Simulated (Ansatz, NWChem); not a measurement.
# Abstraction of H: AlHBr2 + SiF3 → AlBr2 + SiHF3

Species: AlHBr2 `[Br][AlH][Br]`, singlet; SiF3 (trifluorosilyl) `F[Si](F)F`, doublet; AlBr2 `[Br][Al][Br]`, doublet; SiHF3 `F[SiH](F)F`, singlet. A radical takes H: the energy is the difference in strength between the Al–H bond broken and the Si–H bond made.

Shapes, held fixed at every level: PBE0-D4/def2-TZVP. Programs: Ansatz 0.2.0, NWChem 7.3.0. The zero-point and thermal change to 298 K, harmonic and unscaled (PBE0-D4/def2-TZVP), is +5.5 kJ/mol.

```csv
level,kind,ΔH(298 K) (kJ/mol),less CCSD(T)/def2-TZVPP
HF/def2-SVP,Hartree–Fock,-73.4,+2.1
HF/def2-TZVPP,Hartree–Fock,-72.3,+3.2
r2SCAN-D4/def2-TZVPP,meta-GGA,-71.7,+3.8
B3LYP/6-31G* (Cartesian functions),global hybrid,-81.9,-6.4
r2SCAN0-D4/def2-TZVPP,global hybrid,-74.9,+0.6
wB97X-V/def2-TZVPP,range-separated hybrid,-70.3,+5.2
CCSD(T)/def2-TZVPP,coupled cluster or CI,-75.5,0.0
```

The highest level, CCSD(T)/def2-TZVPP, gives ΔH(298 K) = -75.5 kJ/mol; the levels span -81.9 to -70.3. The column of differences is taken from that level and isn't an error. No measured value is set beside it here. Open shells run unrestricted. Relativity is left out for Br. Outer-core shells of Br are correlated, in sets that cover them unevenly.
